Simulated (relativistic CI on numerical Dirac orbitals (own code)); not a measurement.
## Spin-allowed bands of a d3 ion in an octahedral site, by hand

Problem. A d3 ion in an octahedral site has a 4A2 ground term and spin-allowed bands at ν1 = 16400 and ν2 = 23282 cm⁻¹ (from a computed ligand-field model). Find Δ and the Racah parameter B, and predict the third band.

Working.
1. The F term splits into A2 (−1.2Δ), T2 (−0.2Δ) and T1 (+0.6Δ), so ν1 = E(T2) − E(A2) = Δ = 16400 cm⁻¹.
2. T1(F) mixes with T1(P), which lies at 15B, through an element 0.4Δ. The two roots, counted from A2, are ν2,3 = ½(15B + 3Δ) ∓ ½√[(15B − Δ)² + 12BΔ].
3. Solving the lower root for B gives B = (2ν1² + ν2² − 3ν1ν2)/(15ν2 − 27ν1) = -65502876/-93570 = 700 cm⁻¹.
4. The sum of the roots is 15B + 3Δ, so ν3 = 15B + 3ν1 − ν2 = 36419 cm⁻¹ (275 nm).

Check. The bands were computed by exact diagonalisation of the d3 shell with B = 700 and Δ = 16400 cm⁻¹, which gives ν3 = 36418 cm⁻¹. C does not enter the terms of highest spin.
